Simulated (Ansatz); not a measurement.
Consider the redistribution: `C[SiH2][SiH2]Br` + `N[C](=O)[GeH2][Cl]` → `[Cl][GeH2][SiH2]Br` + `C[SiH2]C(N)=O`.

Computed with Ansatz on PBE0-D4/def2-TZVP structures; ΔE is electronic, products minus reactants. CBS: MP2 limit from def2 TZ/QZ plus the TZ coupled-cluster correction, frozen cores. DFT in def2-TZVPP. B3LYP here is the variant with VWN-RPA as its local correlation; programs differ in this. For Br, Ge outer-core shells are correlated without core-valence functions, which leaves a few kJ/mol of doubt a bond. Scalar relativity is left out up to krypton. One conformer a species, not always the lowest.

| level | ΔE (kJ/mol) | difference from CCSD(T)/CBS |
| --- | --- | --- |
| PBE-D4 | -2.3 | 6.4 |
| PBE0-D4 | -4.7 | 4.0 |
| B3LYP-D4 | -7.7 | 1.0 |
| ωB97X-V | -7.1 | 1.6 |
| B2PLYP | -8.4 | 0.3 |
| PBE | -2.9 | 5.8 |
| PBE0 | -5.2 | 3.5 |
| B3LYP | -8.7 | 0.0 |
| HF/def2-TZVPP | -13.7 | -5.0 |
| MP2/def2-TZVPP | -6.8 | 1.9 |
| SCS-MP2/def2-TZVPP | -8.0 | 0.7 |
| CCSD/def2-TZVPP | -8.0 | 0.7 |
| CCSD(T)/def2-TZVPP | -6.4 | 2.3 |
| SCS-MP2/def2-QZVPP | -9.2 | -0.5 |
| HF/CBS(def2) | -14.5 | -5.8 |
| CCSD/CBS(def2) | -10.3 | -1.6 |
| CCSD(T)/CBS | -8.7 | 0 |

Largest T1 diagnostic among the species: 0.015.

In def2-TZVPP, CCSD(T) changes the Hartree–Fock value by +7.3 kJ/mol (the triples alone add +1.6 kJ/mol) and MP2 by +6.9 kJ/mol.
